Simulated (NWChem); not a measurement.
System: C2H3FN2Si; SMILES F[Si@@H]1C=NC=N1

NWChem input:

```
start job
memory heap 200 mb stack 900 mb global 1100 mb
geometry units angstroms noautoz
  F      0.109919     2.010841    -0.583592
  Si     0.014762     0.750389     0.412244
  C      1.284315    -0.630926     0.049964
  N      0.641421    -1.706026    -0.246560
  C     -0.809883    -1.450533    -0.226651
  N     -1.335319    -0.320537     0.043187
  H     -0.021428     1.255998     1.802686
  H      2.372964    -0.671419     0.084325
  H     -1.403208    -2.335543    -0.464631
end
basis spherical
  * library def2-tzvp
end
dft
  xc xpbe96 cpbe96
  iterations 150
  semidirect filesize 400000000
  mulliken
end
task dft energy
```

All runs use the structure optimised with B3LYP/6-31G* (spherical d).

Task: Give the results of this calculation. (PBE/def2-TZVP.) Quantities: energy (Ha); highest occupied level (eV); orbital gap (eV); dipole (D).

Result: 
```json
{
  "energy (Ha)": "-576.55",
  "highest occupied level (eV)": "-6.31",
  "orbital gap (eV)": "2.48",
  "dipole (D)": "1.61"
}
```
